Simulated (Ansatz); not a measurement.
A run on `[SiH3]C[SiH2]P` with other settings.

```yaml
crystal:
  periodic: [false, false, false]
  atoms:
    - {symbol: Si, position_ang: [-1.417170, 1.414029, -0.715862]}
    - {symbol: C, position_ang: [-0.410290, 0.396664, 0.425875]}
    - {symbol: Si, position_ang: [0.807301, -0.782343, -0.443740]}
    - {symbol: P, position_ang: [2.136597, -2.044380, 0.998854]}
    - {symbol: H, position_ang: [-0.581947, 2.199647, -1.607023]}
    - {symbol: H, position_ang: [-2.399262, 2.338326, -0.021591]}
    - {symbol: H, position_ang: [-2.251465, 0.521740, -1.643871]}
    - {symbol: H, position_ang: [-1.019198, -0.225890, 1.096267]}
    - {symbol: H, position_ang: [0.187459, 1.095310, 1.066556]}
    - {symbol: H, position_ang: [1.707618, -0.045844, -1.299439]}
    - {symbol: H, position_ang: [0.044649, -1.745751, -1.247745]}
    - {symbol: H, position_ang: [1.066472, -2.362713, 1.782875]}
    - {symbol: H, position_ang: [2.413752, -0.861741, 1.731325]}
basis:
  gaussian: {orbitals: def2-mTZVPP}
hamiltonian: {xc: {name: revPBE0}, pseudopotentials: {relativity: none}}
output: {forces: true}
```

```sh
$ ansatz run in.yaml --threads 4 --pin off --events-out ev --progress --plain --max-ram 10444MiB
```

Shortened log:

```
Functional definition: revPBE0
1371 factors; integrals over basis functions are off by at most 9.1e-4 eV
mean field evaluation 1: about -26219.0592 eV, gradient 4.5e1 eV
mean field evaluation 2: about -26216.1861 eV, gradient 5.2e1 eV
mean field evaluation 4: about -26223.6692 eV, gradient 1.9e0 eV
mean field evaluation 8: about -26223.7155 eV, gradient 9.7e-2 eV
mean field evaluation 16: about -26223.7155 eV, gradient 4.9e-5 eV
mean field -26223.71548860 eV, -963.7037691334 hartree, gradient 4.9e-5 eV, S^2 0.000000; 0 other end points of the search recorded, 0 dependent functions left out
reference -26223.71553442 eV, -963.7037708171 hartree; 29, 29 occupied and 116, 116 virtual orbitals, 1371 factors
Total energy: -26223.71553442 eV, -963.7037708171 hartree
Atom 0 at    -1.417170     1.414029    -0.715862 Å, force    -1.835494    -0.139399    -0.748837 eV/Å
Atom 1 at    -0.410290     0.396664     0.425875 Å, force     1.217640    -0.234823     0.971952 eV/Å
Atom 2 at     0.807301    -0.782343    -0.443740 Å, force    -0.176686    -0.528546     1.024073 eV/Å
Atom 3 at     2.136597    -2.044380     0.998854 Å, force     0.618561     0.809573    -1.278859 eV/Å
Atom 4 at    -0.581947     2.199647    -1.607023 Å, force     0.484067     0.448720    -0.287638 eV/Å
Atom 5 at    -2.399262     2.338326    -0.021591 Å, force     0.380703    -0.263457    -0.102253 eV/Å
Atom 6 at    -2.251465     0.521740    -1.643871 Å, force     0.344933     0.348185     0.478954 eV/Å
Atom 7 at    -1.019198    -0.225890     1.096267 Å, force    -0.044630     0.214020    -0.054794 eV/Å
Atom 8 at     0.187459     1.095310     1.066556 Å, force    -0.379886    -0.523794    -0.300757 eV/Å
Atom 9 at     1.707618    -0.045844    -1.299439 Å, force     0.510453     0.446832    -0.519691 eV/Å
Atom 10 at     0.044649    -1.745751    -1.247745 Å, force    -0.185486    -0.202902    -0.261526 eV/Å
Atom 11 at     1.066472    -2.362713     1.782875 Å, force    -1.104852    -0.397866     0.876956 eV/Å
Atom 12 at     2.413752    -0.861741     1.731325 Å, force     0.170677     0.023458     0.202421 eV/Å
Dipole moment:    -0.069409     0.113056     0.225920 e Å
```

It took 2.2 s on 4 threads of an Arm Neoverse V2 on a shared host, with 0.56 GiB of host memory at the peak.
